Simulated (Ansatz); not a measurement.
Al₃P₃H₁₂ (started as a model of: (H2Al-mu-PH2)3), relaxed as a singlet with RKS PBE-D4/def2-SVP in Ansatz, starting from the GFN2-xTB geometry. Force threshold 0.02 eV/Å.

Start:

```
atom    x (Å)    y (Å)    z (Å)
 Al1   1.2117  -1.4296   1.9099
 Al2  -2.5180  -0.6309  -0.7626
 Al3   1.3631   1.8598  -1.3505
  P4  -0.9507  -1.5749   0.8258
  P5  -0.9080   1.0234  -1.5045
  P6   1.9400   0.4006   0.4985
  H7   1.9970  -2.7263   1.5837
  H8   1.0534  -0.8786   3.3547
  H9  -2.7852  -1.6883  -1.8663
 H10  -3.6570   0.1140  -0.0151
 H11   2.1847   1.5318  -2.6175
 H12   1.2627   3.2987  -0.7541
 H13  -0.3759  -2.3348  -0.2037
 H14  -1.5836  -2.6716   1.3920
 H15  -1.5606   1.8692  -2.3894
 H16  -1.2456   1.8003  -0.3844
 H17   3.2273   0.7308   0.8944
 H18   1.3445   1.3066   1.3891
```

Estimate the energy that the relaxation releases and the steps that it takes.

0.86 eV, in 17 steps; 28 s on 4 threads of Arm Neoverse V2 on a shared host. The force fell under the threshold at step 8, but the optimiser went on and released 0.034 eV more. No frequencies were taken in this run, so the end may be a saddle point.

Does the start keep its bonding?

By distances, no bond broke or formed. The bond that changes most is Al3–H11, from 1.55 to 1.60 Å (atoms count from 1).

Predict the relaxed structure.


```xyz
18

Al    1.0252   -1.2902    1.9475
Al   -2.4448   -0.5334   -0.5520
Al    1.2983    1.3811   -1.4158
P    -0.5937   -1.9204    0.2313
P    -1.1221    1.4552   -1.1066
P     1.7893    0.7939    0.9024
H     2.2585   -2.3122    1.9046
H     0.1923   -0.9248    3.2660
H    -2.9903   -1.1246   -1.9381
H    -3.3604   -0.2094    0.7216
H     1.5949    0.0607   -2.2760
H     1.8715    2.8336   -1.7649
H     0.1350   -2.3675   -0.9163
H    -1.1511   -3.1788    0.6251
H    -1.6984    2.0563   -2.2689
H    -1.4170    2.4978   -0.1727
H     3.2045    0.8838    1.0860
H     1.4082    1.8990    1.7269
```
Bond lengths (bridged metal pairs left out): 6 × Al–P 2.44 to 2.45 Å; 6 × Al–H 1.60 Å; 6 × H–P 1.43 Å.
